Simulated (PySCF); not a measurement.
**Ta: excitation energy**

Ta [Xe] 4f14 5d3 6s2 (4F) → Ta [Xe] 4f14 5d3 6s1 7s1 (6F), as a difference of total energies. Calculation: PySCF 2.14, in aug-cc-pwCVDZ-PP with ECP60MDF (6s6p5d3f, 70 functions); a scalar-relativistic core potential. Correlated levels: valence: 5s2 5p6 frozen; valence and next inner shell: nothing frozen outside the core potential. The calculations carry no spin-orbit coupling.

```json
{"method": "UHF", "excitation energy (eV)": "3.502"}
{"method": "LDA", "excitation energy (eV)": "5.038"}
{"method": "PBE", "excitation energy (eV)": "4.651"}
{"method": "PBE0", "excitation energy (eV)": "4.519"}
{"method": "r2SCAN", "excitation energy (eV)": "4.362"}
{"method": "wB97X-V", "excitation energy (eV)": "4.928"}
{"method": "CAM-B3LYP", "excitation energy (eV)": "5.028"}
{"method": "PW91", "excitation energy (eV)": "4.685"}
{"method": "r2SCANh", "excitation energy (eV)": "4.377"}
{"method": "MP2 (valence)", "excitation energy (eV)": "4.517"}
{"method": "SCS-MP2 (valence)", "excitation energy (eV)": "4.808"}
{"method": "MP2 (valence and next inner shell)", "excitation energy (eV)": "4.764"}
{"method": "SCS-MP2 (valence and next inner shell)", "excitation energy (eV)": "4.941"}
```

Question: How much does correlation contribute at MP2 (valence and next inner shell)?

Answer: 4.764 − (3.502) = 1.262 eV, measured against UHF.

The promoted electron is Rydberg-like, and one or two diffuse shells describe it only roughly, which tends to raise the upper state.
